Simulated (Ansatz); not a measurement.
A structure drawn as `CCS[SiH2]Cl`, with this starting geometry:

```xyz
12

C    -1.2510   -1.1352    0.1857
C    -0.7242    0.0455    0.9224
S     1.0842   -0.0318    1.0156
Si    1.8053    0.8279   -0.7347
Cl    1.1911    2.7374   -0.9651
H    -2.3926   -1.0586    0.1209
H    -1.0033   -2.0696    0.6010
H    -0.9533   -1.0737   -0.8809
H    -1.1649   -0.0052    1.9642
H    -1.0622    0.9870    0.5043
H     1.2039    0.0071   -1.9308
H     3.2671    0.7692   -0.8027
```

The species carries charge 0 and has multiplicity 1.

(1) Does it keep its bonds when Ansatz relaxes it at PBE-D4/def2-SVP and then PBE0-D4/def2-TZVP?

(2) Give the relaxed structure. (An estimate is asked.)

Atoms count as bonded under 1.1 times the sum of their covalent radii (H–H under 0.85 Å, pairs among N, O and F under 1.55 Å), and a drawn bond as lost past 1.3 times.

## Answers

(1) Yes, every drawn bond is still there and no new one forms.

(2) The calculation gave: 
Z-matrix (Å, degrees):
```
C
C 1 1.513
H 1 1.092 2 111.5
H 1 1.094 2 110.0 3 -119.6
H 1 1.091 2 111.0 3 120.4
S 2 1.829 1 114.0 3 -63.5
H 2 1.092 1 111.1 3 179.5
H 2 1.091 1 112.0 3 59.9
Si 6 2.107 2 101.3 1 76.6
Cl 9 2.061 6 111.8 2 59.8
H 9 1.479 6 106.0 2 178.8
H 9 1.481 6 113.3 2 -58.8
```
No frequency check was run.
